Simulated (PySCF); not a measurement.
A calculated (UHF, PySCF 2.14, cc-pVDZ-X2C, the spin-free X2C one-electron Hamiltonian (Gaussian nucleus)) atom or ion has these occupied shells.

```json
{"shell": "1s α", "electrons": "1", "orbital energy (eV)": "-3680.3", "rms radius, mean of both spins (bohr)": "0.0937"}
{"shell": "1s β", "electrons": "1", "orbital energy (eV)": "-3679.8", "rms radius, mean of both spins (bohr)": "0.0937"}
{"shell": "2s α", "electrons": "1", "orbital energy (eV)": "-425.43", "rms radius, mean of both spins (bohr)": "0.417"}
{"shell": "2s β", "electrons": "1", "orbital energy (eV)": "-425.04", "rms radius, mean of both spins (bohr)": "0.417"}
{"shell": "2p α", "electrons": "3", "orbital energy (eV)": "-341.99", "rms radius, mean of both spins (bohr)": "0.387"}
{"shell": "2p β", "electrons": "3", "orbital energy (eV)": "-341.27", "rms radius, mean of both spins (bohr)": "0.387"}
{"shell": "3s α", "electrons": "1", "orbital energy (eV)": "-71.570", "rms radius, mean of both spins (bohr)": "1.35"}
{"shell": "3s β", "electrons": "1", "orbital energy (eV)": "-67.487", "rms radius, mean of both spins (bohr)": "1.35"}
{"shell": "3p α", "electrons": "3", "orbital energy (eV)": "-48.691", "rms radius, mean of both spins (bohr)": "1.53"}
{"shell": "3p β", "electrons": "2", "orbital energy (eV)": "-46.935", "rms radius, mean of both spins (bohr)": "1.53"}
```

Question: Name the element and its charge.

Answer: K²⁺ (potassium, charge +2), in [Ne] 3s2 3p5, 2P determinant.
